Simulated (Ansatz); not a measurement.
CH7NSeSi, SMILES `CN[SiH2][SeH]`, relaxed with RKS PBE-D4/def2-SVP in Ansatz from a rough embedded geometry. The force threshold is 0.03 eV/Å; the program also tests the step.

The species carries charge 0 and has multiplicity 1.

Start:

```xyz
11

C    -1.265   -0.588   -0.491
N     0.114   -0.917   -0.373
Si    0.801    0.091    0.923
Se    0.867    2.268    0.396
H    -1.445    0.489   -0.814
H    -1.732   -1.229   -1.368
H    -1.876   -0.838    0.407
H     0.590   -0.655   -1.212
H     2.175   -0.430    1.252
H    -0.008   -0.077    2.171
H     1.778    1.886   -0.890
```

(1) By how much does the energy fall, and how many steps does the optimiser take? (Best estimate.)

(2) Which bonds change most? (Best estimate.)

(3) Give the relaxed structure. (Estimate.)

Answers

(1) Ansatz gave: 0.60 eV, in 8 steps, 1 of them rejected.

(2) Ansatz gave: Se4–H11 from 1.622 to 1.486 Å; Si3–Se4 from 2.241 to 2.324 Å; C1–H6 from 1.182 to 1.111 Å; N2–Si3 from 1.780 to 1.738 Å.

(3) The calculation gave: 
```xyz
11

C    -1.381   -0.615   -0.629
N     0.026   -0.816   -0.318
Si    0.878    0.086    0.900
Se    0.977    2.396    0.665
H    -1.585    0.265   -1.283
H    -1.810   -1.514   -1.122
H    -1.953   -0.459    0.310
H     0.583   -1.113   -1.123
H     2.266   -0.486    0.931
H     0.158   -0.051    2.211
H     1.841    2.307   -0.541
```
